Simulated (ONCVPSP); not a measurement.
# Bi (Z = 83), ONCV: configuration errors across variants

Bi, optimised norm-conserving Vanderbilt (ONCV), made with ONCVPSP 4.0.1 (PBE, scalar-relativistic). Core [Xe] 4f14, reference 5d10 6s2 6p2 (charge +1). Waves: 6s: rc 1.65 bohr, ncon 3, nbas 7, qcut 3.3 1/bohr, 2 projectors, debl 1 Ha; 6p: rc 1.95 bohr, ncon 3, nbas 6, qcut 3.6 1/bohr, 2 projectors, debl 2.6 Ha; 5d: rc 1.90 bohr, ncon 4, nbas 8, qcut 9.7 1/bohr, 2 projectors, debl 3.5 Ha; f scattering state at 0.35 Ha: rc 1.85 bohr, ncon 4, nbas 8, qcut 6.6 1/bohr, 1 projector. Local part: polynomial inside 1.25 bohr (lpopt 5, dvloc0 4 Ha). Core correction: none.

All-electron excitation energies from the reference (eV): (1) 5d10 6s2 6p3 -7.913; (2) 5d10 6s2 6p1 15.247; (3) 5d10 6s2 6p0 38.590; (4) 5d9 6s2 6p4 16.294.

4 further variants failed, have other tests or another functional or relativity, and are left out.

A true bound ghost makes a file unfit for plane-wave use even where its test errors are small: the radial tests pick states by their node count and pass the ghost by.

Errors AE − PS in meV (a dash: test not solved or not reliable):

```json
{"change": "base", "(1)": "+4.7", "(2)": "-7.3", "(3)": "-13", "(4)": "-191", "bound ghosts": "s", "GHOST(+) flags above zero": "p"}
{"change": "d: rc 1.96", "(1)": "+4.7", "(2)": "-7.3", "(3)": "-13", "(4)": "-189", "bound ghosts": "s", "GHOST(+) flags above zero": "p"}
{"change": "p: rc 2.48", "(1)": "+3.5", "(2)": "-7.0", "(3)": "-19", "(4)": "-166", "bound ghosts": "s", "GHOST(+) flags above zero": "p"}
```

**Question.** Give the same row for: local potential polynomial inside 1.05 bohr (lpopt 1, dvloc0 0 Ha).

**Answer.** +3.3, -8.2, -13, -193; bound ghosts: s, p; GHOST(+) flags above zero: none.
